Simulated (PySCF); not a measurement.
CH₆OSi₂, neutral, multiplicity 1. Atoms are numbered in the order given.

```xyz
10

Si     0.9790    -0.1292     0.0000
O     -0.4070    -1.0791     0.0000
C     -0.4311    -2.4937     0.0000
H     -0.9699    -2.8505    -0.8928
H     -0.9699    -2.8505     0.8928
H      0.5868    -2.9268     0.0000
Si    -0.3290     1.9233     0.0000
H      0.5166     3.1591     0.0000
H     -1.2101     1.9734    -1.2108
H     -1.2101     1.9734     1.2108
```
Charge 0, spin multiplicity 1.

Coordinates come from a B3LYP-D3(BJ)/def2-SVP optimisation. The structure was generated by enumeration; whether it is a known compound was not checked. The values are those of a single conformer.

Calculation: SMD-PBE0/6-31G* run with PySCF.

Solvation free energies are E(SMD) − E(gas) at the gas-phase geometry, for 1 M in both phases. In vacuum the dipole moment is 1.99 D.

```
solvent       ΔG(solv) (kcal/mol)  its non-electrostatic (CDS) part  dipole (D)
------------  -------------------  --------------------------------  ----------
water                        -0.2                               3.3        2.46
methanol                     -3.0                               0.4        2.45
acetonitrile                 -2.6                               0.1        2.48
```
